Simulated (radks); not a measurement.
Species: Mn. Configuration: [Ar] 3d5 4s2. Calculated with a radial shooting solver on a logarithmic mesh with Libxc functionals: scalar-relativistic Kohn-Sham, BLYP, spin-polarised, spherical densities, point nucleus; open shells are filled with parallel spins first.

Normalised radial functions P(r) = r R(r), r in bohr:

| r | 3p down |
|---|---|
| 0.002636 | 0.0013 |
| 0.003459 | 0.0022 |
| 0.004541 | 0.0037 |
| 0.006008 | 0.0063 |
| 0.007886 | 0.0104 |
| 0.01035 | 0.0172 |
| 0.01359 | 0.0283 |
| 0.01783 | 0.0458 |
| 0.02341 | 0.0731 |
| 0.03097 | 0.1158 |
| 0.04065 | 0.1761 |
| 0.05336 | 0.2581 |
| 0.07004 | 0.3602 |
| 0.09193 | 0.4704 |
| 0.1207 | 0.5604 |
| 0.1597 | 0.5808 |
| 0.2096 | 0.4696 |
| 0.2751 | 0.1874 |
| 0.3611 | -0.2452 |
| 0.4739 | -0.7159 |
| 0.6221 | -1.0522 |
| 0.8165 | -1.1144 |
| 1.08 | -0.8989 |
| 1.418 | -0.5669 |
| 1.861 | -0.2749 |
| 2.443 | -0.0983 |
| 3.207 | -0.0242 |
| 4.209 | -0.0037 |
| 5.57 | -0.0003 |
| 7.311 | 0.0000 |
| 9.596 | 0.0000 |

3p down: eigenvalue -50.893 eV, 1 radial node at r = 0.312 bohr, <r> = 0.912 bohr, 90 % of the charge inside 1.41 bohr.
